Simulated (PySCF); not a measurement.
C2H8N2Si. Atoms are numbered in the order given.

```xyz
13

Si     0.3817     0.3387    -0.3754
N      1.2311    -0.9150    -1.2061
N      1.0775     0.7701     1.1522
C     -1.3789    -0.2943    -0.2318
C     -2.0641    -0.2498     0.9216
H      0.4298     1.6185    -1.1485
H      0.8988    -1.8722    -1.1643
H      2.2369    -0.8781    -1.3366
H      1.1498     0.1066     1.9174
H      1.0268     1.7240     1.4942
H     -1.8861    -0.7119    -1.1153
H     -3.0953    -0.6128     1.0164
H     -1.6065     0.1631     1.8308
```

Geometry: r2SCAN-D4/def2-SVP. One conformer was computed; it need not be the lowest.

Computed with PBE0/pcSseg-1 in PySCF.

GIAO shieldings, no solvent; atoms listed in one row are averaged. δ = σ(ref) − σ: ²⁹Si against TMS (σ = 352.7 ppm); ¹⁵N against NH3 (σ = 267.4 ppm); ¹³C against TMS (σ = 186.3 ppm); ¹H against TMS (σ = 31.56 ppm), references at their B3LYP-D3(BJ)/def2-TZVP geometries, non-relativistic.

Computed chemical shifts:
```json
[
 {"nucleus": "²⁹Si", "atoms": "Si1", "count": "1", "δ (ppm)": "-33.0"},
 {"nucleus": "¹⁵N", "atoms": "N2", "count": "1", "δ (ppm)": "27.7"},
 {"nucleus": "¹⁵N", "atoms": "N3", "count": "1", "δ (ppm)": "25.5"},
 {"nucleus": "¹³C", "atoms": "C4", "count": "1", "δ (ppm)": "149.5"},
 {"nucleus": "¹³C", "atoms": "C5", "count": "1", "δ (ppm)": "146.9"},
 {"nucleus": "¹H", "atoms": "H11", "count": "1", "δ (ppm)": "6.85"},
 {"nucleus": "¹H", "atoms": "H12", "count": "1", "δ (ppm)": "6.68"},
 {"nucleus": "¹H", "atoms": "H13", "count": "1", "δ (ppm)": "6.48"},
 {"nucleus": "¹H", "atoms": "H6", "count": "1", "δ (ppm)": "5.11"},
 {"nucleus": "¹H", "atoms": "H7", "count": "1", "δ (ppm)": "0.89"},
 {"nucleus": "¹H", "atoms": "H10", "count": "1", "δ (ppm)": "0.79"},
 {"nucleus": "¹H", "atoms": "H8", "count": "1", "δ (ppm)": "0.75"},
 {"nucleus": "¹H", "atoms": "H9", "count": "1", "δ (ppm)": "0.55"}
]
```
